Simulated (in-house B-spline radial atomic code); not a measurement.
Whole-atom quantities along the 3-electron series, configuration [He] 2s1. Computed with an all-electron radial atomic-structure program (B-spline basis): non-relativistic Hartree-Fock, average of the configuration, point nuclei.

| ion | Z | E/Z² (Eh) | Σ<r²> (bohr²) | n(0)/Z³ (bohr⁻³) | Lamb diamagnetic shielding (ppm) | repulsion over attraction |
| --- | --- | --- | --- | --- | --- | --- |
| Li | 3 | -0.82586 | 18.632 | 0.51166 | 101.45 | 0.13303 |
| Be+ | 4 | -0.89234 | 6.5547 | 0.54805 | 141.51 | 0.10457 |
| B2+ | 5 | -0.93504 | 3.4123 | 0.57143 | 181.49 | 0.085493 |
| C3+ | 6 | -0.96461 | 2.1046 | 0.58765 | 221.45 | 0.072153 |
| N4+ | 7 | -0.98626 | 1.4308 | 0.59956 | 261.39 | 0.062363 |
| O5+ | 8 | -1.0028 | 1.037 | 0.60865 | 301.34 | 0.05489 |
| F6+ | 9 | -1.0158 | 0.78659 | 0.61583 | 341.28 | 0.049006 |
| Ne7+ | 10 | -1.0263 | 0.61729 | 0.62163 | 381.22 | 0.044255 |
| Mg9+ | 12 | -1.0423 | 0.40944 | 0.63044 | 461.1 | 0.037062 |
| Al10+ | 13 | -1.0484 | 0.34293 | 0.63386 | 501.04 | 0.034274 |

**Question.** With what power of Z does the column «Σ<r²> (bohr²)» change over this range?

**Answer.** A fit of the logarithm of its size against log Z from Z = 3 to 13 has slope -2.65. Unscreened non-relativistic hydrogenic orbitals would give -2.
